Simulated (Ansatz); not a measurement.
Start from `N[SiH2]C1=CS1` and change one atom or group to get `[SiH3]C1=CS1`.

Ansatz, PBE0-D4/def2-TZVP geometries, multiplicity 1. Each molecule was computed in one conformer, which needn't be the lowest.

```json
{"property": "HOMO energy (ωB97M-V/def2-TZVPP) / eV", "`N[SiH2]C1=CS1`": "-7.64"}
{"property": "HOMO–LUMO gap (B3LYP/def2-TZVPP) / eV", "`N[SiH2]C1=CS1`": "4.20"}
{"property": "LUMO energy (B3LYP/def2-TZVPP) / eV", "`N[SiH2]C1=CS1`": "-1.05"}
{"property": "HOMO–LUMO gap (PBE/def2-TZVPP) / eV", "`N[SiH2]C1=CS1`": "2.51"}
{"property": "LUMO energy (PBE0/def2-TZVPP) / eV", "`N[SiH2]C1=CS1`": "-0.85"}
{"property": "HOMO energy (PBE0/def2-TZVPP) / eV", "`N[SiH2]C1=CS1`": "-5.46"}
```

(1) What does the change do to each property? (Best estimate.)

## Answers

(1) Ansatz gave: 
| property | `[SiH3]C1=CS1` | shift |
| --- | --- | --- |
| HOMO energy (ωB97M-V/def2-TZVPP) / eV | -7.83 | -0.19 |
| HOMO–LUMO gap (B3LYP/def2-TZVPP) / eV | 4.13 | -0.07 |
| LUMO energy (B3LYP/def2-TZVPP) / eV | -1.32 | -0.27 |
| HOMO–LUMO gap (PBE/def2-TZVPP) / eV | 2.44 | -0.07 |
| LUMO energy (PBE0/def2-TZVPP) / eV | -1.12 | -0.27 |
| HOMO energy (PBE0/def2-TZVPP) / eV | -5.66 | -0.20 |

With PBE0 the HOMO falls by 0.20 eV and the LUMO falls by 0.27 eV, so the gap narrows by about 0.07 eV. PBE moves the HOMO by -0.22 eV and ωB97M-V by -0.19 eV.

B3LYP here is the variant with VWN-RPA as its local correlation; programs differ in this.
